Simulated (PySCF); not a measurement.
# Worked example: dipole moment from atomic charges

Si(F)2(GeH3)(OH) (F₂GeH₄OSi), SMILES F[Si]([GeH3])(F)O. Atoms are numbered in the order given.

```xyz
9

O     -1.5409    -1.4424     0.0000
Si     0.0012    -0.8809     0.0000
F      0.8028    -1.4665    -1.2818
F      0.8028    -1.4665     1.2818
Ge    -0.0124     1.4607     0.0000
H     -1.7009    -2.3930     0.0000
H     -0.7368     1.9682     1.2524
H      1.4295     1.9829     0.0000
H     -0.7368     1.9682    -1.2524
```

Geometry: ωB97X-D3(BJ)/def2-SVP. The structure was generated by enumeration, and PubChem lists no compound with its InChIKey, so it may never have been made. One conformer was computed; it need not be the lowest.

Charges (e) from PySCF with CAM-B3LYP/def2-TZVP:

| atom | IAO | Mulliken |
|---|---|---|
| O1 | -0.793 | -0.514 |
| Si2 | 1.525 | 0.823 |
| F3 | -0.537 | -0.312 |
| F4 | -0.537 | -0.312 |
| Ge5 | 0.164 | -0.072 |
| H6 | 0.377 | 0.332 |
| H7 | -0.066 | 0.018 |
| H8 | -0.067 | 0.019 |
| H9 | -0.066 | 0.018 |

The dipole moment of the full density is 1.07 D.

Problem. What dipole moment does each set of point charges give, and which comes closer to that of the density?

Solution. 
μ = Σ q r, and 1 e Å = 4.8032 D.
IAO: Σ q r = (-0.280, 0.320, 0.000) e Å, |μ| = 2.04 D.
Mulliken: Σ q r = (-0.271, 0.140, 0.000) e Å, |μ| = 1.47 D.
Mulliken comes closer in size. Point charges leave out the atoms' own dipoles (lone pairs, polarised bonds); fits to the potential absorb them, partitions of the density don't.
